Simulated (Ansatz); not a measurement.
Consider the formal hydrolysis of the Al–F bond: `[F][Al]([SH])[SH]` + H₂O → `[OH][Al]([SH])[SH]` + H–F.

Computed with Ansatz on PBE0-D4/def2-TZVP structures; ΔE is electronic, products minus reactants. CCSD(T)/CBS is the MP2 limit (def2-TZVPP, def2-QZVPP) plus CCSD(T) − MP2 in def2-TZVPP, frozen cores. This one scheme is used for every species. Functionals use def2-TZVPP. One conformer a species, not always the lowest.

| level | ΔE (kJ/mol) |
| --- | --- |
| B97M-V | 53.7 |
| CAM-B3LYP | 51.9 |

(1) What does CCSD(T)/CBS give? (Best estimate.)

Largest T1 diagnostic among the species: 0.012.

Answers

(1) Computed: +48.5 kJ/mol. The listed levels differ from it by 5.2, 3.4 kJ/mol.

At CCSD(T), def2-SVP lies +6.8 kJ/mol from the extrapolated value and def2-TZVPP −1.7 kJ/mol. Leaving LDA and LC-ωPBE aside and taking each functional with its dispersion term where it has one, the values, not all of them listed here, spread over 6.7 kJ/mol, from PBE-QIDH to B97M-V. LDA lies −5.2 kJ/mol from PBE without D4.
